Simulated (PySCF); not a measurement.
Isomers of C5H6O3. Computed with PBE0-D3(BJ)/def2-SVP geometry optimisation, gas phase in PySCF 2.14.0. Energies are electronic, without zero-point or thermal terms, for one conformer each. No frequencies were run at this level. Point groups hold within 0.08 Å.

Problem. Rank from lowest to highest electronic energy at this level (kcal/mol).
A. `[O:1]=[C:2]1[CH:3]=[C:4]([CH2:5][OH:6])[CH2:7][O:8]1` with C3–C4–C5–O6 -133°, C4–C5–O6–H 68°
B. `[CH2:1]=[CH:2][O:3]/[CH:4]=[CH:5]/[O:6][CH:7]=[O:8]` with C1–C2–O3–C4 180°, C2–O3–C4–C5 180°, C4–C5–O6–C7 2°, C5–O6–C7–O8 0°

Solution. A (0.0), B (37.1).

As drawn, the lower has an O–H bond, which the higher lacks.

```json
{"SMILES": "O=C1C=C(CO)CO1", "E (Eh)": "-419.03576", "E rel (kcal/mol)": "0.0", "dipole (D)": "4.39", "point group": "C1", "A, B, C (MHz)": "5941, 1243, 1082"}
{"SMILES": "C=CO/C=C/OC=O", "E (Eh)": "-418.97668", "E rel (kcal/mol)": "37.1", "dipole (D)": "0.48", "point group": "–", "A, B, C (MHz)": "6866, 879.8, 779.9"}
```
